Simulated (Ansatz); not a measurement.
Geometry optimisation, RKS PBE/def2-SVP (Ansatz).

The input (input.yaml):

```yaml
crystal:
  periodic: [false, false, false]
  atoms:
    - { symbol: Sn, position_ang: [-0.027419, -0.020122, 0.470778] }
    - { symbol: H, position_ang: [0.431709, 0.072657, 2.127814] }
    - { symbol: O, position_ang: [1.91667, -0.331666, 0.480852] }
    - { symbol: H, position_ang: [2.378853, -0.427624, -0.374177] }
    - { symbol: O, position_ang: [-0.623766, 1.54768, -0.611598] }
    - { symbol: H, position_ang: [-1.346699, 1.223974, -1.186719] }
    - { symbol: O, position_ang: [-1.181871, -1.438682, -0.361093] }
    - { symbol: H, position_ang: [-1.112677, -2.274717, 0.138544] }
basis:
  gaussian: { orbitals: def2-SVP }
hamiltonian:
  xc: pbe
relax:
  f_tol: 0.03
  max_steps: 50
output:
  orbitals: {}
```

Launched with:

```bash
$ ansatz run input.yaml --threads 2 --pin off --max-ram 3072MiB --backend cpu --events-out ev --progress --plain --runs-dir out
```

Problem. Where does it end, and by what steps?

Solution. The run converged. After 8 steps the energy has fallen by 0.475 eV; H2 moved furthest, 0.60 Å.

```json
{"step": "0", "energy less start (eV)": "0.0000", "largest force component (eV/Å)": "1.104", "accepted": "yes"}
{"step": "1", "energy less start (eV)": "-0.2745", "largest force component (eV/Å)": "0.603", "accepted": "yes"}
{"step": "2", "energy less start (eV)": "-0.4122", "largest force component (eV/Å)": "0.238", "accepted": "yes"}
{"step": "3", "energy less start (eV)": "-0.4531", "largest force component (eV/Å)": "0.551", "accepted": "yes"}
{"step": "4", "energy less start (eV)": "-0.4682", "largest force component (eV/Å)": "0.235", "accepted": "yes"}
{"step": "5", "energy less start (eV)": "-0.4698", "largest force component (eV/Å)": "0.101", "accepted": "yes"}
{"step": "6", "energy less start (eV)": "-0.4711", "largest force component (eV/Å)": "0.076", "accepted": "yes"}
{"step": "7", "energy less start (eV)": "-0.4742", "largest force component (eV/Å)": "0.233", "accepted": "yes"}
{"step": "8", "energy less start (eV)": "-0.4749", "largest force component (eV/Å)": "0.029", "accepted": "yes"}
```

```xyz
8
Properties=species:S:1:pos:R:3
Sn 0.026 -0.025 0.608
H -0.103 0.273 2.297
O 1.940 -0.519 0.265
H 2.135 -0.385 -0.684
O -0.501 1.558 -0.495
H -1.093 1.231 -1.203
O -1.179 -1.451 -0.136
H -0.790 -2.331 0.032
```

Whether the end is a true minimum wasn't checked by a vibrational analysis.

Run time: 12 s on 2 threads of Arm Neoverse V2, on a shared host, peak memory 0.12 GiB.
